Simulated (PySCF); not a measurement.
```xyz
4
charge 0 multiplicity 1, angstrom
Mo    0.0000    0.0000   -0.5523
Se    2.1245    0.0000    0.2256
Se   -1.0623    1.8399    0.2256
Se   -1.0623   -1.8399    0.2256
```

Computed with B3LYP/[Mo def2-SVP with ECP28, Se def2-SVP], scalar-relativistic core potentials, density fitting, no spin–orbit coupling, PySCF.

This geometry of MoSe₃ is a stationary point at this level.

(1) What is the point group?

(2) Is it a minimum?

(3) List the harmonic modes with their infrared intensities.

(4) Give the atomic charges and bond orders.

Results:

(1) C3v.

(2) Yes: all harmonic wavenumbers are real.

(3) 
| symmetry | ω (cm⁻¹) | IR (km/mol, summed over degenerate members) | type |
| --- | --- | --- | --- |
| e | 114 | 1.3 | bend |
| a1 | 122 | 0.1 | bend |
| a1 | 338 | 0.2 | stretch |
| e | 389 | 59.3 | stretch |

(4) 
| atom | Mulliken | Löwdin | polar tensor | Mayer order to Mo1 |
| --- | --- | --- | --- | --- |
| Mo1 | 0.10 | -0.87 | 0.88 | – |
| Se2,3,4 | -0.03 | 0.29 | -0.29 | 2.21 |

Only a few start shapes were tried, so a lower isomer may exist.
